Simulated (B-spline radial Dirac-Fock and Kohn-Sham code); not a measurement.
**The K (1s) hole of lanthanum ions: width and yield against charge**

Level of theory: independent-particle rates on relativistic LDA orbitals of the hole state (multipoles up to L = 3, Coulomb Auger matrix elements, transition energies from Dirac-Fock); a radial B-spline solver. Tabulated ground configurations, configuration averages; single configurations, so decays that open only by mixing (as 1s 2s² with 1s 2p² in Be-like ions) are missing and such tiny yields are far too low.

| ion | configuration | radiative (eV) | non-radiative (eV) | yield |
| --- | --- | --- | --- | --- |
| La | [Xe] 5d1 6s2 | 12.5 | 1.29 | 0.907 |
| La⁺ | [Xe] 5d2 | 12.5 | 1.29 | 0.907 |
| La²⁺ | [Xe] 5d1 | 12.5 | 1.29 | 0.907 |
| La³⁺ | [Kr] 4d10 5s2 5p6 | 12.5 | 1.29 | 0.907 |
| La⁴⁺ | [Kr] 4d10 5s2 5p5 | 12.5 | 1.29 | 0.907 |
| La⁵⁺ | [Kr] 4d10 5s2 5p4 | 12.5 | 1.29 | 0.907 |
| La⁶⁺ | [Kr] 4d10 5s2 5p3 | 12.5 | 1.28 | 0.907 |
| La⁷⁺ | [Kr] 4d10 5s2 5p2 | 12.5 | 1.28 | 0.907 |

Values without a named source are computed, but for edge energies of neutral atoms, which are taken from tables.
